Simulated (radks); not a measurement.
The numbers below are computed, except where a source is named.
Initial-state core-level shifts of the lead ion Pb+ when its valence configuration changes from [Hg] 6p1. Level of theory: scalar-relativistic Kohn-Sham, r2SCAN, spin-unpolarised, spherical densities, finite nucleus; meta-GGA in the generalised Kohn-Sham scheme; Fermi nuclear charge, rms radius 5.5012 fm (a radial shooting solver on a logarithmic mesh with Libxc functionals). Shifts are changes of the shell-averaged eigenvalues in eV (positive: less bound); the change of the density at the nucleus, which sets a Mossbauer isomer shift, is in e/bohr^3, on a base of 2.954e+06.

\begin{tabular}{lrrrrr}
valence & 2p & 3p & 4s & 5s & density at nucleus \\ \hline
[Xe] 4f14 5d10 6s1 6p2 & -1.875 & -1.889 & -1.894 & -1.899 & -273.2 \\
[Xe] 4f13 5d10 6s2 6p2 & -22.276 & -24.468 & -21.330 & -10.727 & +285.5 \\
[Xe] 4f14 5d9 6s2 6p2 & -6.575 & -6.497 & -6.413 & -5.984 & +76.4 \\
[Xe] 4f14 5d7 6s2 6p4 & -19.901 & -19.599 & -19.275 & -17.695 & +242.0 \\
[Xe] 4f13.5 5d7.5 6s2 6p4 & -27.862 & -28.680 & -26.856 & -20.195 & +348.8 \\
[Xe] 4f14 5d10 6p3 & -3.661 & -3.690 & -3.701 & -3.709 & -559.2 \\
\end{tabular}
